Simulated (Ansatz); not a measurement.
Reaction (homolysis of the S–S bond): `S[S][GeH3]` → `[S][GeH3]`• + `[SH]`•

Calculated with Ansatz (gas phase, PBE0-D4/def2-TZVP geometries, no zero-point term in ΔE). CBS: MP2 limit from def2 TZ/QZ plus the TZ coupled-cluster correction, frozen cores. This one scheme is used for every species. DFT in def2-TZVPP. B3LYP here is the variant with VWN-RPA as its local correlation; programs differ in this. No spin–orbit coupling; open shells (•) take unrestricted orbitals. For Ge outer-core shells are correlated without core-valence functions, which leaves a few kJ/mol of doubt a bond. Scalar relativity is left out up to krypton. One conformer a species, not always the lowest.

`S[S][GeH3]`:

```xyz
7

S     0.181   -0.652    2.136
S     0.910   -1.184    0.286
Ge   -0.337    0.157   -0.994
H     1.025    0.365    2.394
H    -0.015    1.616   -0.641
H     0.054   -0.158   -2.447
H    -1.819   -0.145   -0.735
```

`[S][GeH3]`•:

Cartesian coordinates in Å:
```
S -0.027 1.337 1.569
Ge 0.024 -0.089 -0.119
H 1.173 -1.094 0.054
H -1.332 -0.812 -0.049
H 0.162 0.656 -1.455
```

`[SH]`•:

```xyz
2

S    -0.141    0.658    0.021
H     0.141   -0.658   -0.021
```

**Question.** What is ΔE at CCSD(T)/CBS? (Best estimate.)

**Answer.** Computed: +280.5 kJ/mol.

**Question.** What do these levels give: B3LYP-D4, BHLYP-D4, ωB97M-V, r2SCAN, PBE0, BHLYP, RPA@PBE/def2-TZVPP, CCSD/def2-SVP, CCSD(T)/def2-SVP, MP2/def2-TZVPP, CCSD/def2-TZVPP, HF/def2-QZVPP? (Estimate.)

**Answer.** Ansatz gave: B3LYP-D4 263.5, BHLYP-D4 245.3, ωB97M-V 281.7, r2SCAN 268.2, PBE0 272.1, BHLYP 232.5, RPA@PBE/def2-TZVPP 235.9, CCSD/def2-SVP 212.3, CCSD(T)/def2-SVP 222.8, MP2/def2-TZVPP 283.8, CCSD/def2-TZVPP 242.8, HF/def2-QZVPP 130.5 kJ/mol.

Largest T1 diagnostic among the species: 0.013.

The D4 term adds +14.3 kJ/mol with B3LYP and +7.5 kJ/mol with PBE0; it sums over pairs of atoms, weighted by their polarisabilities, and B3LYP, whose exchange is more repulsive, gets the larger term. From r2SCAN to r2SCAN0 (25 % exact exchange), in def2-TZVPP and without D4, ΔE moves by −10.8 kJ/mol: exact exchange takes away binding that semilocal exchange gives to molecules. In def2-TZVPP, CCSD(T) changes the Hartree–Fock value by +127.5 kJ/mol (the triples alone add +15.7 kJ/mol) and MP2 by +152.8 kJ/mol; breaking electron pairs costs correlation energy, which Hartree–Fock lacks.
